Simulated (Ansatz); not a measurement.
Stepwise reaction of `C[O][Ga]([Cl])[Cl]` with water, as a gas-phase model of exchange steps in deposition or etching. ΔE in kJ/mol.

Computed with Ansatz on PBE0-D4/def2-TZVP structures; ΔE is electronic, products minus reactants. CBS: MP2 limit from def2 TZ/QZ plus the TZ coupled-cluster correction, frozen cores. This one scheme is used for every species. Functionals use def2-TZVPP. B3LYP here is the variant with VWN-RPA as its local correlation; programs differ in this. For Ga outer-core shells are correlated without core-valence functions, which leaves a few kJ/mol of doubt a bond. Scalar relativity is left out up to krypton. One conformer a species, not always the lowest.

| step | reaction | PBE-D4 | B3LYP-D4 | ωB97M-V | CCSD(T)/CBS |
| --- | --- | --- | --- | --- | --- |
| 1 | `C[O][Ga]([Cl])[Cl]` + H₂O → `C[O][Ga]([OH])[Cl]` + HCl | 57.6 | 57.6 | 58.3 | 58.0 |
| 2 | `C[O][Ga]([OH])[Cl]` + H₂O → `C[O][Ga]([OH])[OH]` + HCl | 62.3 | 61.6 | 62.5 | 61.4 |

Question: By hand: ΔE of the 2 steps together at CCSD(T)/CBS.

Answer: (58.0) + (61.4) = 119.4 kJ/mol, or 59.7 kJ/mol a step.

In ΔE the steps differ by no more than 3.4 kJ/mol. All are uphill at CCSD(T)/CBS. PBE-D4 differs from CCSD(T)/CBS by -0.4 to 0.9 kJ/mol a step. Isolated molecules leave out the surface, adducts and barriers. Largest T1 diagnostic: 0.014.
